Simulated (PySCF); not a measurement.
# TDDFT excited states: Cl4OW

Compound: WOCl4 (singlet state).
Bonds: W1–O2, W1–Cl3, W1–Cl4, W1–Cl5, W1–Cl6.

Theory: TDDFT PBE0/def2-SVPD, vertical, gas phase, core orbitals frozen in the response, def2 core potentials past Kr in PySCF 2.14.0, density-fitted response routines. Isolated species at its PBE0-D3(BJ)/def2-SVP geometry, gas phase. Spin–orbit coupling is left out.

```tsv
state	E (eV)	λ (nm)	ν̃ (cm⁻¹)	f	|μ| (D)	symmetry	main configurations (H = HOMO, L = LUMO)
S1	2.84	435.8	22940	0.0000	0.00	–	H→L (98%)
S2	3.12	397.5	25160	0.0000	0.00	–	H-3→L (100%)
S3	3.31	374.5	26700	0.016	1.15	E	H-2/H-1→L (58%), H-4→L (41%)
S4	3.31	374.4	26710	0.017	1.15	E	H-2/H-1→L (58%), H-5→L (41%)
S5	3.53	351.6	28440	0.045	1.83	E	H-4→L (59%), H-2/H-1→L (≥37%)
S6	3.53	351.6	28440	0.045	1.83	E	H-5→L (58%), H-2/H-1→L (≥37%)
S7	3.99	311.1	32150	0.0000	0.00	–	H-6→L (100%)
S8	4.36	284.7	35130	0.0007	0.21	–	H→L+1/L+2 (100%)
S9	4.36	284.6	35140	0.0007	0.20	–	H→L+1/L+2 (100%)
```

Triplets, Tamm–Dancoff:

| state | E (eV) | λ (nm) | main configurations (H = HOMO, L = LUMO) |
| --- | --- | --- | --- |
| T1 | 2.13 | 582.3 | H→L (100%) |
| T2 | 2.85 | 435.2 | H-2/H-1→L (99%) |
| T3 | 2.85 | 435.1 | H-2/H-1→L (99%) |

The lowest singlet lies at 2.84 eV (436 nm, visible) and is dark (f under 0.0005); its leading configuration is HOMO→LUMO (98%). The most intense listed level is S5/S6 at 3.53 eV (352 nm, f = 0.089 summed), 0.68 eV above S1. S3/S4, S5/S6 and S8/S9 lie within about 0.01 eV of each other in each set; the point group C4v has degenerate representations, and within a degenerate level the listed configurations can mix freely. For S1 the Löwdin share of tungsten is at most 1% in HOMO and 64% in LUMO (ligand-to-metal charge transfer by this measure). Of the 9 states listed, 4 reach f = 0.01 and 3 stay under 0.0005. Orbital energies (eV): HOMO-3 -9.85, HOMO-2 -9.82, HOMO-1 -9.82, HOMO -9.08, LUMO -5.28, LUMO+1 -3.37, LUMO+2 -3.37. 2 computed singlets (S1 to S2) lie in the visible range (380 to 750 nm), S1 for one at 436 nm, dark in the vertical dipole picture (f under 0.0005); light of that wavelength is violet to blue, and its complementary colour is yellow-green to yellow; a Tamm–Dancoff triplet lies at 582 nm, without intensity as long as spin–orbit coupling is left out. Symmetry labels in C4v follow from the direction of the transition dipole and are given only for states with f of 0.002 or more. Orbitals of the list HOMO-3 to LUMO+2 that lie within 0.01 eV of each other are written together with a slash and their weights summed (≥ marks a lower bound); for degenerate orbitals outside that list single weights are arbitrary. The window holds the lowest 10 singlets. The highest level found (4.64 eV, f 0.0047 so far) is left out, since the window may have cut off a degenerate partner.
